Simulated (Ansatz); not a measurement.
# Ligand exchange: H2O + Si2N2H8 → H3NO + SiH2(NH2)(SiH3)

Species: H2O (water) `O`, singlet; Si2N2H8 `N[SiH2][SiH2]N`, singlet; H3NO (hydroxylamine) `NO`, singlet; SiH2(NH2)(SiH3), singlet. The partners trade H for NH2: O–H and Si–NH2 bonds give way to O–NH2 and Si–H.

Shapes, held fixed at every level: PBE0-D4/def2-TZVP. Flexible molecules stand in one conformer, not always the lowest. Programs: Ansatz 0.2.0. Electronic energies: no zero-point or thermal term.

(1) Estimate ΔE of this reaction.

## Answers

(1) The highest level, CCSD(T)/CBS estimate, gives ΔE = +277.8 kJ/mol; the levels span +239.9 to +277.8. The column of differences is taken from that level and isn't an error. No measured value is set beside it here. The CBS estimate extrapolates MP2 from def2-TZVPP and def2-QZVPP and adds CCSD(T) − MP2 in the triple-zeta set, cores frozen. CCSD(T)/CBS estimate lies outside the range of all other levels here, so it shouldn't be taken on trust. Times are processor times on shared x86 and Arm servers, and rough.

| level | kind | ΔE (kJ/mol) | less CCSD(T)/CBS estimate | CPU time (sum over the molecules) |
| --- | --- | --- | --- | --- |
| HF/def2-TZVPP | Hartree–Fock | +268.4 | -9.4 | – |
| SPW92/def2-TZVPP | LDA | +260.6 | -17.2 | 14 s |
| PBE-D4/def2-TZVPP | GGA | +252.3 | -25.5 | 24 s |
| PBE0-D4/def2-TZVPP | global hybrid | +262.6 | -15.2 | 29 s |
| r2SCAN0-D4/def2-TZVPP | global hybrid | +272.8 | -5.0 | 41 s |
| wB97M-V/def2-TZVPP | range-separated hybrid | +267.2 | -10.6 | 88 s |
| CCSD(T)/def2-SVP | coupled cluster or CI | +239.9 | -37.9 | 25 s |
| CCSD(T)/CBS estimate | coupled cluster or CI | +277.8 | 0.0 | 11 min |
